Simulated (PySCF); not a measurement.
An unknown is described by computed data only.

Elements present: C, Cl, H, O and Si. Monoisotopic mass: 133.9955 u.

- Rotational structure: rotational constants A, B, C: 4.345, 1.067, 0.970 GHz [GFN2-xTB]
- NMR, other nuclei: isotropic shieldings of nuclei other than C and H, by class: 199 (1 O), 330 (1 Si), 899 (1 Cl) ppm [GIAO PBE0/pcSseg-1]
- Polarisability: 83.9 au [CAM-B3LYP/def2-SVPD]
- 13C NMR: chemical shifts (computed TMS as zero) by class: 148.7 (1 C), 119.6 (1 C), 27.3 (1 C), 18.1 (1 C) ppm [GIAO PBE0/pcSseg-1]
- UV, strongest line: among the 8 lowest singlet transitions: S3 at 6.49 eV (191 nm, f = 0.088) [TDDFT CAM-B3LYP/def2-SVPD]
- Triplet: lowest triplet excitation (Tamm–Dancoff): 4.17 eV [TDA CAM-B3LYP/def2-SVPD]
- Dipole: 2.17 D [CAM-B3LYP/def2-SVPD]
- 1H NMR: chemical shifts (computed TMS as zero) by class: 6.38 (1 H), 5.73 (1 H), 1.82 (3 H), 1.58 (1 H), 1.55 (1 H) ppm [GIAO PBE0/pcSseg-1]
- UV, first state: lowest singlet excitation: 6.06 eV (205 nm, f = 0.005) [TDDFT CAM-B3LYP/def2-SVPD]

The electronic properties come from PySCF, for the isolated species, density fitting. Levels stand in brackets. Geometry: GFN2-xTB; no solvent, vibrations or thermal averaging. Each NMR value is the plain mean over a class of atoms that symmetry, rotation or inversion makes alike.

Problem. Which formula fits the mass and the elements?

Solution. C4H7ClOSi (calculated 133.9955). No other formula that holds each of these elements comes within 0.0003 u with a fitting electron parity and a possible valence count.

Problem. Give a SMILES that accounts for the data.

Solution. Numbering: `[CH3:1][C:2]1=[CH:3][O:4][Si@@H:5]([Cl:6])[CH2:7]1`. Its formula, C4H7ClOSi, gives 2 degrees of unsaturation: 1 ring and 1 π bond in the structure found. 4 carbons fall into 4 classes; from least to most shielded: vinylic carbon bearing oxygen [C3] (148.7 ppm), fully substituted alkene carbon [C2] (119.6 ppm), ring sp3 carbon bound to silicon [C7] (27.3 ppm), allylic carbon [C1] (18.1 ppm). Hydrogen classes from least to most shielded: 1 H on a vinylic carbon bearing oxygen, C3 (6.38 ppm), 1 H on a chlorine-bound silicon, Si5 (5.73 ppm), 3 H on an allylic carbon, C1 (1.82 ppm), 1 H on an sp3 carbon bound to silicon, C7 (1.58 ppm), 1 H on an sp3 carbon bound to silicon, C7 (1.55 ppm). The other shieldings belong to: 199 ppm, silyl ether oxygen [O4]; 330 ppm, chlorine-bound silicon [Si5]; 899 ppm, silicon-bound chlorine [Cl6]. The optimised geometry has point group C1 and is an asymmetric top. Structure: `C1[Si@H](Cl)OC=C1C`. Computed isomers that give other values at the same levels: `C=C1CO[Si@H](Cl)C1` (13C chemical shifts (computed TMS as zero) by class: 154.6 (1 C), 114.5 (1 C), 74.5 (1 C), 26.2 (1 C) ppm); `C/C=C(\[SiH3])C(=O)Cl` (13C chemical shifts (computed TMS as zero) by class: 178.2 (1 C), 175.2 (1 C), 135.8 (1 C), 23.4 (1 C) ppm); `C=C1CO[Si@@]1(C)Cl` (13C chemical shifts (computed TMS as zero) by class: 167.8 (1 C), 127.9 (1 C), 75.5 (1 C), 6.8 (1 C) ppm). The assignments are read from this structure; whether some other isomer fits the data as well wasn't checked. The mirror image fits equally.
